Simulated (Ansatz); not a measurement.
Molecular dynamics of CN2O

input.yaml

```yaml
accuracy: low
crystal:
  lattice:
    - [7.741753, 0.0, 0.0]
    - [0.0, 7.741753, 0.0]
    - [0.0, 0.0, 7.741753]
  atoms:
    - { symbol: "N", position: [0.00443792, -0.06000752, -0.03414837] }
    - { symbol: "N", position: [0.00759553, -0.0793642, -0.17542155] }
    - { symbol: "N", position: [1.00315233, 0.39405915, 0.6929909] }
    - { symbol: "N", position: [0.88136136, 0.38835281, 0.6265979] }
    - { symbol: "N", position: [0.87964743, 0.65843929, 0.30084593] }
    - { symbol: "N", position: [0.85658748, 0.60242769, 0.17311633] }
    - { symbol: "N", position: [0.46070628, 0.10512161, 0.78684532] }
    - { symbol: "N", position: [0.58866487, 0.04866701, 0.75134058] }
    - { symbol: O, position: [0.41968895, 0.65921938, 0.87178793] }
    - { symbol: C, position: [0.51477609, 0.55314952, 0.84874106] }
    - { symbol: O, position: [0.26522512, 0.8263325, 0.33786088] }
    - { symbol: C, position: [0.36605729, 0.72698411, 0.30724365] }
    - { symbol: O, position: [0.25806153, 0.22547137, 0.11407904] }
    - { symbol: C, position: [0.2297627, 0.29343044, 0.23626464] }
    - { symbol: O, position: [0.70058367, 0.17894652, 0.26883787] }
    - { symbol: C, position: [0.62084107, 0.06609665, 0.22053316] }
basis:
  ecutwfc: 500.0
kpoints:
  mp_grid: { grid: [1, 1, 1] }
hamiltonian:
  xc: r2scan
  dispersion: d3bj
scf:
  occupations: { method: fermi_dirac, width: 0.05 }
  lower_state_search: "off"
md:
  timestep: 1
  n_steps: 60
  ensemble: nvt_langevin
  temperature: 350.0
  initial_velocities: maxwell_boltzmann
  seed: 500013
  friction: 0.005
```

Command:

```bash
$ ansatz run input.yaml --threads 1 --pin off --max-ram 3072MiB --backend cpu --events-out ev --progress --plain --runs-dir out
```

It goes on from the last frame of an earlier run, with new velocities.

Output, in part (one step line in 2):

```
md step     0: t =     0.00 fs  T =   328.1 K  F+E_penalty+E_count = -6352.17341891 eV  E_kin = 0.678615 eV  (10 SCF iters)
md step     2: t =     2.00 fs  T =   332.4 K  F+E_penalty+E_count = -6352.17244949 eV  E_kin = 0.687456 eV  (10 SCF iters)
md step     4: t =     4.00 fs  T =   341.7 K  F+E_penalty+E_count = -6352.19861912 eV  E_kin = 0.706703 eV  (9 SCF iters)
md step     6: t =     6.00 fs  T =   337.1 K  F+E_penalty+E_count = -6352.18419033 eV  E_kin = 0.697105 eV  (7 SCF iters)
md step     8: t =     8.00 fs  T =   322.0 K  F+E_penalty+E_count = -6352.16498197 eV  E_kin = 0.666020 eV  (6 SCF iters)
md step    10: t =    10.00 fs  T =   332.1 K  F+E_penalty+E_count = -6352.19141806 eV  E_kin = 0.686804 eV  (9 SCF iters)
md step    12: t =    12.00 fs  T =   333.3 K  F+E_penalty+E_count = -6352.19873609 eV  E_kin = 0.689399 eV  (6 SCF iters)
md step    14: t =    14.00 fs  T =   288.8 K  F+E_penalty+E_count = -6352.15031292 eV  E_kin = 0.597210 eV  (6 SCF iters)
md step    16: t =    16.00 fs  T =   310.8 K  F+E_penalty+E_count = -6352.16996257 eV  E_kin = 0.642823 eV  (7 SCF iters)
md step    18: t =    18.00 fs  T =   346.6 K  F+E_penalty+E_count = -6352.19922032 eV  E_kin = 0.716850 eV  (7 SCF iters)
md step    20: t =    20.00 fs  T =   321.8 K  F+E_penalty+E_count = -6352.15410112 eV  E_kin = 0.665617 eV  (9 SCF iters)
md step    22: t =    22.00 fs  T =   331.0 K  F+E_penalty+E_count = -6352.15562500 eV  E_kin = 0.684643 eV  (6 SCF iters)
md step    24: t =    24.00 fs  T =   367.8 K  F+E_penalty+E_count = -6352.19877956 eV  E_kin = 0.760730 eV  (7 SCF iters)
md step    26: t =    26.00 fs  T =   371.3 K  F+E_penalty+E_count = -6352.19305099 eV  E_kin = 0.767984 eV  (6 SCF iters)
md step    28: t =    28.00 fs  T =   357.1 K  F+E_penalty+E_count = -6352.16319546 eV  E_kin = 0.738564 eV  (7 SCF iters)
md step    30: t =    30.00 fs  T =   374.4 K  F+E_penalty+E_count = -6352.17374296 eV  E_kin = 0.774357 eV  (9 SCF iters)
md step    32: t =    32.00 fs  T =   413.2 K  F+E_penalty+E_count = -6352.18650129 eV  E_kin = 0.854636 eV  (6 SCF iters)
md step    34: t =    34.00 fs  T =   393.7 K  F+E_penalty+E_count = -6352.16541282 eV  E_kin = 0.814220 eV  (6 SCF iters)
md step    36: t =    36.00 fs  T =   388.3 K  F+E_penalty+E_count = -6352.14571205 eV  E_kin = 0.803155 eV  (6 SCF iters)
md step    38: t =    38.00 fs  T =   391.2 K  F+E_penalty+E_count = -6352.15077340 eV  E_kin = 0.809086 eV  (6 SCF iters)
md step    40: t =    40.00 fs  T =   404.1 K  F+E_penalty+E_count = -6352.16877876 eV  E_kin = 0.835745 eV  (10 SCF iters)
md step    42: t =    42.00 fs  T =   409.4 K  F+E_penalty+E_count = -6352.15559481 eV  E_kin = 0.846633 eV  (7 SCF iters)
md step    44: t =    44.00 fs  T =   378.7 K  F+E_penalty+E_count = -6352.11087299 eV  E_kin = 0.783174 eV  (7 SCF iters)
md step    46: t =    46.00 fs  T =   387.9 K  F+E_penalty+E_count = -6352.13651488 eV  E_kin = 0.802313 eV  (6 SCF iters)
md step    48: t =    48.00 fs  T =   397.6 K  F+E_penalty+E_count = -6352.14437503 eV  E_kin = 0.822227 eV  (6 SCF iters)
md step    50: t =    50.00 fs  T =   372.9 K  F+E_penalty+E_count = -6352.08532275 eV  E_kin = 0.771288 eV  (9 SCF iters)
md step    52: t =    52.00 fs  T =   363.2 K  F+E_penalty+E_count = -6352.06278567 eV  E_kin = 0.751069 eV  (6 SCF iters)
md step    54: t =    54.00 fs  T =   389.8 K  F+E_penalty+E_count = -6352.10625129 eV  E_kin = 0.806194 eV  (7 SCF iters)
md step    56: t =    56.00 fs  T =   386.9 K  F+E_penalty+E_count = -6352.08883007 eV  E_kin = 0.800098 eV  (6 SCF iters)
md step    58: t =    58.00 fs  T =   359.5 K  F+E_penalty+E_count = -6352.02720651 eV  E_kin = 0.743403 eV  (7 SCF iters)
md step    60: t =    60.00 fs  T =   343.3 K  F+E_penalty+E_count = -6352.02706377 eV  E_kin = 0.710072 eV  (9 SCF iters)
```

The run went to its last step. The mean temperature of the second half is 10 % above the set value. A run of 0.06 ps of so small a system gives no equilibrium averages. Limits of this set-up: coarse k mesh, low accuracy level.

Mean squared displacements from the first frame to the last, about the centre of mass: N 0.21 Å², O 0.15 Å², C 0.13 Å².

Last frame:

```xyz
16
Lattice="7.7418 0.0000 0.0000 0.0000 7.7418 0.0000 0.0000 0.0000 7.7418" Properties=species:S:1:pos:R:3
N -0.442 0.139 -0.657
N -0.342 -0.656 -1.413
N 7.691 2.531 5.704
N 6.899 2.904 5.020
N 6.615 5.128 2.509
N 6.710 4.494 1.607
N 3.571 1.128 6.186
N 4.455 0.697 5.737
O 3.582 5.177 6.596
C 3.979 4.144 6.512
O 2.470 6.367 2.641
C 2.881 5.369 2.400
O 1.831 1.777 0.934
C 1.189 2.222 1.726
O 5.743 1.113 2.151
C 4.881 0.380 1.976
```

Time of the run: 14 min on 1 thread of Arm Neoverse V2, on a shared host, peak memory 0.86 GiB.
